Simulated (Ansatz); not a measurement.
Molecular dynamics of ClFH2O2Si

The input (input.yaml):

```yaml
crystal:
  periodic: [false, false, false]
  atoms:
    - { symbol: Si, position_ang: [-0.026337, -0.056286, -0.121876] }
    - { symbol: F, position_ang: [-0.039513, -0.092792, 1.520217] }
    - { symbol: O, position_ang: [1.55662, 0.013242, -0.751142] }
    - { symbol: H, position_ang: [2.014146, -0.833688, -0.378291] }
    - { symbol: O, position_ang: [-0.74231, 1.352882, -0.761155] }
    - { symbol: H, position_ang: [-1.736131, 1.276994, -0.493058] }
    - { symbol: Cl, position_ang: [-1.085275, -1.839553, -0.710695] }
basis:
  gaussian: { orbitals: STO-3G }
hamiltonian:
  xc: pbe
md:
  timestep: 0.5
  n_steps: 250
  ensemble: nve
  temperature: 1500.0
  initial_velocities: maxwell_boltzmann
  seed: 41770
```

Launched with:

```bash
$ ansatz run input.yaml --threads 1 --pin off --max-ram 2048MiB --backend cpu --events-out ev --progress --plain --runs-dir out
```

It starts from a relaxed structure.

Output, in part (one step line in 5, the closing report, with atoms numbered from 0):

```
md step     0: t =     0.00 fs  T =  1500.0 K  F+E_penalty+E_count = -26905.38998172 eV  E_kin = 0.969450 eV  conserved = -26904.42053172 eV  (23 SCF iters)
md step     5: t =     2.50 fs  T =  1290.3 K  F+E_penalty+E_count = -26905.25107448 eV  E_kin = 0.833914 eV  conserved = -26904.41716087 eV  (26 SCF iters)
md step    10: t =     5.00 fs  T =  1281.8 K  F+E_penalty+E_count = -26905.24778684 eV  E_kin = 0.828403 eV  conserved = -26904.41938352 eV  (27 SCF iters)
md step    15: t =     7.50 fs  T =  1037.9 K  F+E_penalty+E_count = -26905.08838437 eV  E_kin = 0.670805 eV  conserved = -26904.41757909 eV  (26 SCF iters)
md step    20: t =    10.00 fs  T =  1040.9 K  F+E_penalty+E_count = -26905.09235785 eV  E_kin = 0.672743 eV  conserved = -26904.41961484 eV  (27 SCF iters)
md step    25: t =    12.50 fs  T =   934.2 K  F+E_penalty+E_count = -26905.02267754 eV  E_kin = 0.603794 eV  conserved = -26904.41888329 eV  (27 SCF iters)
md step    30: t =    15.00 fs  T =   830.9 K  F+E_penalty+E_count = -26904.95511327 eV  E_kin = 0.537009 eV  conserved = -26904.41810398 eV  (27 SCF iters)
md step    35: t =    17.50 fs  T =   798.5 K  F+E_penalty+E_count = -26904.93494991 eV  E_kin = 0.516073 eV  conserved = -26904.41887717 eV  (28 SCF iters)
md step    40: t =    20.00 fs  T =   633.4 K  F+E_penalty+E_count = -26904.82701592 eV  E_kin = 0.409348 eV  conserved = -26904.41766811 eV  (27 SCF iters)
md step    45: t =    22.50 fs  T =   661.5 K  F+E_penalty+E_count = -26904.84786747 eV  E_kin = 0.427543 eV  conserved = -26904.42032455 eV  (27 SCF iters)
md step    50: t =    25.00 fs  T =   402.2 K  F+E_penalty+E_count = -26904.67713777 eV  E_kin = 0.259946 eV  conserved = -26904.41719133 eV  (27 SCF iters)
md step    55: t =    27.50 fs  T =   507.1 K  F+E_penalty+E_count = -26904.74779859 eV  E_kin = 0.327734 eV  conserved = -26904.42006498 eV  (29 SCF iters)
md step    60: t =    30.00 fs  T =   303.3 K  F+E_penalty+E_count = -26904.61273770 eV  E_kin = 0.196030 eV  conserved = -26904.41670803 eV  (27 SCF iters)
md step    65: t =    32.50 fs  T =   436.4 K  F+E_penalty+E_count = -26904.70174811 eV  E_kin = 0.282021 eV  conserved = -26904.41972663 eV  (28 SCF iters)
md step    70: t =    35.00 fs  T =   310.5 K  F+E_penalty+E_count = -26904.61798846 eV  E_kin = 0.200672 eV  conserved = -26904.41731602 eV  (23 SCF iters)
md step    75: t =    37.50 fs  T =   513.4 K  F+E_penalty+E_count = -26904.75188002 eV  E_kin = 0.331842 eV  conserved = -26904.42003768 eV  (26 SCF iters)
md step    80: t =    40.00 fs  T =   485.9 K  F+E_penalty+E_count = -26904.73211101 eV  E_kin = 0.314038 eV  conserved = -26904.41807339 eV  (27 SCF iters)
md step    85: t =    42.50 fs  T =   560.7 K  F+E_penalty+E_count = -26904.78102421 eV  E_kin = 0.362362 eV  conserved = -26904.41866210 eV  (28 SCF iters)
md step    90: t =    45.00 fs  T =   564.5 K  F+E_penalty+E_count = -26904.78302683 eV  E_kin = 0.364860 eV  conserved = -26904.41816685 eV  (29 SCF iters)
md step    95: t =    47.50 fs  T =   634.4 K  F+E_penalty+E_count = -26904.82869368 eV  E_kin = 0.409985 eV  conserved = -26904.41870862 eV  (28 SCF iters)
md step   100: t =    50.00 fs  T =   757.1 K  F+E_penalty+E_count = -26904.90906773 eV  E_kin = 0.489296 eV  conserved = -26904.41977161 eV  (28 SCF iters)
md step   105: t =    52.50 fs  T =   742.7 K  F+E_penalty+E_count = -26904.89753867 eV  E_kin = 0.479991 eV  conserved = -26904.41754787 eV  (27 SCF iters)
md step   110: t =    55.00 fs  T =   972.4 K  F+E_penalty+E_count = -26905.04797495 eV  E_kin = 0.628450 eV  conserved = -26904.41952518 eV  (28 SCF iters)
md step   115: t =    57.50 fs  T =   940.3 K  F+E_penalty+E_count = -26905.02477814 eV  E_kin = 0.607737 eV  conserved = -26904.41704092 eV  (26 SCF iters)
md step   120: t =    60.00 fs  T =  1106.3 K  F+E_penalty+E_count = -26905.13527985 eV  E_kin = 0.715003 eV  conserved = -26904.42027646 eV  (28 SCF iters)
md step   125: t =    62.50 fs  T =   891.7 K  F+E_penalty+E_count = -26904.99351112 eV  E_kin = 0.576310 eV  conserved = -26904.41720117 eV  (28 SCF iters)
md step   130: t =    65.00 fs  T =  1048.9 K  F+E_penalty+E_count = -26905.09813585 eV  E_kin = 0.677904 eV  conserved = -26904.42023189 eV  (26 SCF iters)
md step   135: t =    67.50 fs  T =   902.1 K  F+E_penalty+E_count = -26905.00014970 eV  E_kin = 0.583056 eV  conserved = -26904.41709396 eV  (27 SCF iters)
md step   140: t =    70.00 fs  T =  1003.2 K  F+E_penalty+E_count = -26905.06781569 eV  E_kin = 0.648370 eV  conserved = -26904.41944576 eV  (27 SCF iters)
md step   145: t =    72.50 fs  T =   851.8 K  F+E_penalty+E_count = -26904.96826912 eV  E_kin = 0.550548 eV  conserved = -26904.41772140 eV  (28 SCF iters)
md step   150: t =    75.00 fs  T =   905.6 K  F+E_penalty+E_count = -26905.00504828 eV  E_kin = 0.585265 eV  conserved = -26904.41978356 eV  (27 SCF iters)
md step   155: t =    77.50 fs  T =   740.9 K  F+E_penalty+E_count = -26904.89764265 eV  E_kin = 0.478827 eV  conserved = -26904.41881576 eV  (27 SCF iters)
md step   160: t =    80.00 fs  T =   556.5 K  F+E_penalty+E_count = -26904.77769229 eV  E_kin = 0.359668 eV  conserved = -26904.41802380 eV  (28 SCF iters)
md step   165: t =    82.50 fs  T =   506.6 K  F+E_penalty+E_count = -26904.74610320 eV  E_kin = 0.327384 eV  conserved = -26904.41871945 eV  (27 SCF iters)
md step   170: t =    85.00 fs  T =   413.9 K  F+E_penalty+E_count = -26904.68529683 eV  E_kin = 0.267487 eV  conserved = -26904.41780956 eV  (26 SCF iters)
md step   175: t =    87.50 fs  T =   496.0 K  F+E_penalty+E_count = -26904.74063666 eV  E_kin = 0.320578 eV  conserved = -26904.42005851 eV  (27 SCF iters)
md step   180: t =    90.00 fs  T =   350.6 K  F+E_penalty+E_count = -26904.64387676 eV  E_kin = 0.226575 eV  conserved = -26904.41730215 eV  (29 SCF iters)
md step   185: t =    92.50 fs  T =   553.7 K  F+E_penalty+E_count = -26904.77757405 eV  E_kin = 0.357862 eV  conserved = -26904.41971178 eV  (27 SCF iters)
md step   190: t =    95.00 fs  T =   487.5 K  F+E_penalty+E_count = -26904.73195348 eV  E_kin = 0.315064 eV  conserved = -26904.41688983 eV  (24 SCF iters)
md step   195: t =    97.50 fs  T =   706.8 K  F+E_penalty+E_count = -26904.87694850 eV  E_kin = 0.456804 eV  conserved = -26904.42014456 eV  (27 SCF iters)
md step   200: t =   100.00 fs  T =   569.8 K  F+E_penalty+E_count = -26904.78554617 eV  E_kin = 0.368266 eV  conserved = -26904.41728006 eV  (28 SCF iters)
md step   205: t =   102.50 fs  T =   785.2 K  F+E_penalty+E_count = -26904.92758195 eV  E_kin = 0.507452 eV  conserved = -26904.42012959 eV  (28 SCF iters)
md step   210: t =   105.00 fs  T =   728.7 K  F+E_penalty+E_count = -26904.88838277 eV  E_kin = 0.470985 eV  conserved = -26904.41739820 eV  (27 SCF iters)
md step   215: t =   107.50 fs  T =   900.2 K  F+E_penalty+E_count = -26905.00079948 eV  E_kin = 0.581771 eV  conserved = -26904.41902859 eV  (27 SCF iters)
md step   220: t =   110.00 fs  T =   950.6 K  F+E_penalty+E_count = -26905.03233875 eV  E_kin = 0.614348 eV  conserved = -26904.41799061 eV  (28 SCF iters)
md step   225: t =   112.50 fs  T =  1133.7 K  F+E_penalty+E_count = -26905.15202078 eV  E_kin = 0.732732 eV  conserved = -26904.41928885 eV  (27 SCF iters)
md step   230: t =   115.00 fs  T =  1164.8 K  F+E_penalty+E_count = -26905.17203973 eV  E_kin = 0.752793 eV  conserved = -26904.41924684 eV  (27 SCF iters)
md step   235: t =   117.50 fs  T =  1062.6 K  F+E_penalty+E_count = -26905.10462737 eV  E_kin = 0.686738 eV  conserved = -26904.41788935 eV  (28 SCF iters)
md step   240: t =   120.00 fs  T =  1125.6 K  F+E_penalty+E_count = -26905.14640967 eV  E_kin = 0.727502 eV  conserved = -26904.41890764 eV  (27 SCF iters)
md step   245: t =   122.50 fs  T =  1113.8 K  F+E_penalty+E_count = -26905.13753236 eV  E_kin = 0.719874 eV  conserved = -26904.41765807 eV  (27 SCF iters)
md step   250: t =   125.00 fs  T =  1268.2 K  F+E_penalty+E_count = -26905.23980216 eV  E_kin = 0.819612 eV  conserved = -26904.42019008 eV  (25 SCF iters)
Total energy: -26905.23982035 eV, -988.7493263715 hartree
Atom 0 at    -0.014952     0.013727    -0.100294 Å, force     0.805974    -1.772121    -0.962006 eV/Å
Atom 1 at    -0.057302    -0.064014     1.523899 Å, force     0.108540     0.203478     0.599768 eV/Å
Atom 2 at     1.578425    -0.097330    -0.805831 Å, force    -0.686576     0.429748     0.537532 eV/Å
Atom 3 at     2.062564    -0.735736    -0.142234 Å, force    -0.156713     0.099827    -0.115751 eV/Å
Atom 4 at    -0.870040     1.275852    -0.808801 Å, force     0.474093     0.753613    -0.429759 eV/Å
Atom 5 at    -1.774518     1.214107    -0.343739 Å, force    -0.620244     0.062519     0.192324 eV/Å
Atom 6 at    -1.037241    -1.826774    -0.694539 Å, force     0.074927     0.222937     0.177892 eV/Å
Dipole moment:     0.196935     0.448064     0.478261 e Å
```

All steps were run. The conserved energy stayed within 0.57 meV per atom of its start (net change 0.049 meV per atom), so the integration is sound. Over the second half the temperature averaged 0.54 of the 1500 K drawn at the start: a run that starts near a minimum puts about half its kinetic energy into the potential. A run of 0.12 ps of so small a system gives no equilibrium averages. Limits of this set-up: minimal basis.

The same pairs are bonded in the first frame and the last. Pairs count as bonded within 1.25 times the sum of covalent radii (0.12 Å more for H–H).

Last frame:

```xyz
7
Properties=species:S:1:pos:R:3
Si -0.015 0.014 -0.100
F -0.057 -0.064 1.524
O 1.578 -0.097 -0.806
H 2.063 -0.736 -0.142
O -0.870 1.276 -0.809
H -1.774 1.214 -0.344
Cl -1.037 -1.827 -0.695
```

Run time: 7.4 min on 1 thread of Intel(R) Xeon(R) Platinum 8259CL CPU @ 2.50GHz (Skylake/Cascade Lake) (shared host), peak memory 0.1 GiB.
